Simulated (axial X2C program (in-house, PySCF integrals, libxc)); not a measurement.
SrI⁻: from the spin-free to the two-component result

All values were computed with an axial X2C code built on PySCF integrals. Spin-free means the one-electron spin-free X2C Hamiltonian; two-component (2c) means X2C with spin–orbit coupling and atomic mean-field two-electron Coulomb and Gaunt terms, so the difference of the two also holds small scalar two-electron terms. Basis: I dyall-acv3z [12s13p9d5f1g], Sr dyall-acv3z [14s13p9d6f1g] (cores contracted in-house); Gaussian nuclei, density fitting, unrestricted open shells. Masses: I 126.904 u, Sr 87.906 u.

Spin-free state: M_S = 0, Λ = 0 (closed shell); fragments I- + Sr.

```json
{"level": "PBE0", "Re (Å)": "3.140", "ωe (cm⁻¹)": "125.6", "De (eV)": "1.286", "μ (D)": "-4.88"}
{"level": "HF", "Re (Å)": "3.246", "ωe (cm⁻¹)": "117.1", "De (eV)": "1.104", "μ (D)": "-5.61"}
{"level": "MP2", "Re (Å)": "3.222", "ωe (cm⁻¹)": "120.7", "De (eV)": "1.242", "μ (D)": "n/a"}
{"level": "CCSD", "Re (Å)": "3.227", "ωe (cm⁻¹)": "120.4", "De (eV)": "1.288", "μ (D)": "n/a"}
{"level": "CCSD(T)", "Re (Å)": "3.224", "ωe (cm⁻¹)": "121.0", "De (eV)": "1.301", "μ (D)": "n/a"}
{"level": "PW91", "Re (Å)": "3.139", "ωe (cm⁻¹)": "123.7", "De (eV)": "1.279", "μ (D)": "-4.55"}
```

Correlated methods: 10 electrons correlated (number of frozen shells: I 4 s, 3 p, 2 d; Sr 4 s, 3 p, 1 d), 374 virtual spin orbitals or spinors in MP2, 90 natural virtuals in coupled cluster.

Dipoles are positive if Sr is the positive end and refer to the centre of mass.

Two-component determinant lowest at the distance of the search:

Ω = 0 (closed shell); fragments I- + Sr.

```csv
level,Re (Å),ωe (cm⁻¹),De (eV),μ (D)
PBE0,3.142,125.2,1.283,-4.88
HF,3.249,116.6,1.099,-5.60
MP2,3.224,120.3,1.238,n/a
CCSD,3.229,120.0,1.284,n/a
CCSD(T),3.226,120.6,1.298,n/a
PW91,3.141,123.2,1.277,-4.55
```

(1) From the two tables, how do the constants change at the CCSD(T) level (2c against spin-free)?

The state is a single determinant with fixed occupations, the lowest that a limited PBE0 search found. Dissociation energies refer to the lowest single-determinant-based atoms at the same level and basis. Coupled cluster ran in a truncated set of natural virtual spinors; the MP2 energy of the rest was added. (T) has no such correction and the atoms are truncated less, which lowers De at CCSD(T) by a hundredth of an eV or more. The outer-core s and p shells of the metal are frozen in the correlated rows, which leaves out core–valence correlation; for alkali and alkaline-earth bonds that tends to lengthen them. The highest occupied level of some functionals is positive through self-interaction error; at Hartree–Fock it is bound. With the outer-core shells frozen, correlated bond lengths of heavy atoms tend to come out a few hundredths of an ångström too long. Hartree–Fock gets electron affinities wrong, so its lowest charge split need not be the true one.

Results:

(1) At the CCSD(T) level Re rises by 0.002 Å and ωe decreases by 0.4 cm⁻¹; De changes by -0.003 eV.
